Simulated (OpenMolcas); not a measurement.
# Ag2+: moving or changing the point charges

Ag2+ among 3 point charges of -1.5 e arranged as a planar triangle (D3h), 1.98 Å from the ion.
```
   1.9800    0.0000    0.0000  -1.50
  -0.9900    1.7147    0.0000  -1.50
  -0.9900   -1.7147    0.0000  -1.50
```

| Item | Value |
| --- | --- |
| Program | OpenMolcas |
| Method | SS-CASPT2, IPEA 0.25 Eh, imaginary shift 0.1 Eh (closed shells correlated: 4s 4p) |
| Basis | ANO-RCC-VDZP [6s5p3d1f] |
| Scalar Hamiltonian | DKH2, point nucleus |
| Active space | 9 electrons in 5 orbitals (4d) |
| State averaging | 2S+1 = 2 even, 5 roots |
| Spin-orbit coupling | RASSI with atomic mean-field integrals over the reference wave functions |

Runs around this geometry, states (labels of D3, the rotations of D3h). Energies in cm-1 above the lowest state or level, χT in cm3 K/mol.

```csv
R (Å),q (e),Ground state,First state of that spin,First gap with spin-orbit (degeneracies),χT at 300 K
1.98,-0.98,2E,2E 5990,"2910 (2, 2)",1.189
1.89,-1.5,2E,2E 10220,"3340 (2, 2)",1.167
1.98,-1.5,2E,2E 8960,"3260 (2, 2)",1.172
2.13,-1.5,2E,2E 7270,"3100 (2, 2)",1.181
```

Taking the first state of the same spin as R^-n, n = -ln(7270 / 10220) / ln(2.13 / 1.89) = 2.8 between the shortest and longest distance.

Scaling the charges by -0.98 / -1.5 = 0.65 scales the first state of the same spin by 5990 / 8960 = 0.67; with fixed orbitals a first-order splitting would follow the charge.

Roots that are degenerate in the reference are averaged as groups; the widest CASPT2 spread within a group is 75 cm-1 (the 2-fold group of multiplicity 2 near 0 cm-1 above the lowest state of its run, R = 1.98, q = -0.98). Shifts and gaps below about the spread of the groups concerned are not significant. An orbital doublet at a regular site is open to a Jahn-Teller distortion, which this geometry leaves out. Free-ion shares, where given, are those of the reference states; single-state CASPT2 does not remix them. Point charges carry no covalency, so the field is a model and not that of real ligands. No measured value stands beside these numbers.
